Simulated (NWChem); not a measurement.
System meant: GeF cation, singlet

The following NWChem deck was run.

```
start job
memory heap 200 mb stack 900 mb global 1100 mb
charge 1
geometry units angstroms noautosym nocenter noautoz
  F      0.000000     0.000000    -1.332319
  Ge     0.000000     0.000000     0.376597
end
basis spherical
  F library def2-svp
  Ge library def2-svp
end
dft
  xc m06-2x
  iterations 150
end
property
  shielding
end
task dft property
```

End of the output:

```
 Vector   23  Occ=0.000000D+00  E=-2.012005D-01
              MO Center=  6.3D-10, -6.3D-09,  2.7D-01, r^2= 3.1D+00
   Bfn.  Coefficient  Atom+Function         Bfn.  Coefficient  Atom+Function
  ----- ------------  ---------------      ----- ------------  ---------------
    31      0.841433  2 Ge pz                 3      0.441200  1 F  s
    28      0.366471  2 Ge pz                19     -0.305346  2 Ge s
     6     -0.232800  1 F  pz                 9      0.206691  1 F  pz
    25     -0.196076  2 Ge pz                44      0.167579  2 Ge d  0
    18     -0.134716  2 Ge s                  2      0.125157  1 F  s

 center of mass
 --------------
 x =   0.00000000 y =   0.00000000 z =   0.05138843

 moments of inertia (a.u.)
 ------------------
         157.622658575540           0.000000000000           0.000000000000
           0.000000000000         157.622658575540           0.000000000000
           0.000000000000           0.000000000000           0.000000000000

     Multipole analysis of the density
     ---------------------------------

     L   x y z        total         alpha         beta         nuclear
     -   - - -        -----         -----         ----         -------
     0   0 0 0      1.000000    -20.000000    -20.000000     41.000000

     1   1 0 0     -0.000000     -0.000000     -0.000000      0.000000
     1   0 1 0     -0.000000     -0.000000     -0.000000      0.000000
     1   0 0 1      1.219355      0.552766      0.552766      0.113824

     2   2 0 0    -11.862325     -5.931163     -5.931163      0.000000
     2   1 1 0      0.000000      0.000000      0.000000      0.000000
     2   1 0 1     -0.000000     -0.000000     -0.000000      0.000000
     2   0 2 0    -11.862325     -5.931163     -5.931163      0.000000
     2   0 1 1      0.000000      0.000000      0.000000      0.000000
     2   0 0 2    -14.560421    -43.908751    -43.908751     73.257081

          -----------------------------------------
          Chemical Shielding Tensors (GIAO, in ppm)
          -----------------------------------------

 ------------------------------------------------------------------------
  xm06: d2 not coded                    0
 ------------------------------------------------------------------------
 ------------------------------------------------------------------------
  current input line :
    19: task dft property
 ------------------------------------------------------------------------
 ------------------------------------------------------------------------
 This error has not yet been assigned to a category
 ------------------------------------------------------------------------
 For more information see the NWChem manual at https://nwchemgit.github.io

0: xm06: d2 not coded:Received an Error in Communication
```

Q: What is wrong, and how is it mended?

A: The program stopped with an error. Cause: this functional's second derivatives, which shieldings need, aren't coded here; the fix takes a hybrid GGA instead. This input runs:
```
start job
memory heap 200 mb stack 900 mb global 1100 mb
charge 1
geometry units angstroms noautosym nocenter noautoz
  F      0.000000     0.000000    -1.332319
  Ge     0.000000     0.000000     0.376597
end
basis spherical
  F library def2-svp
  Ge library def2-svp
end
dft
  xc pbe0
  iterations 150
end
property
  shielding
end
task dft property
```
It converges to -2175.85768 Ha (PBE0/def2-SVP, GIAO).
